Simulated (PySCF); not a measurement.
Vertical excitations of a molecule C2H6BFN2 from PySCF 2.14.0 with TDA-PBE/def2-SVPD, as energy in eV (oscillator strength): 3.96 (0.002), 5.25 (0.098), 5.76 (0.002), 6.18 (0.000), 6.38 (0.039), 6.75 (0.021), 6.91 (0.251), 6.99 (0.091), 7.31 (0.001), 7.38 (0.149). Lowest triplet (TDA): 3.18 eV. The structure is a stationary point at B3LYP-D3(BJ)/def2-SVP. One conformer was computed; it need not be the lowest.

Pick the molecule that these values belong to.
A. FB1NCCN1
B. C/C=N/B(N)F
C. C/N=C/B(N)F
D. C=C(F)B(N)N

C, C/N=C/B(N)F
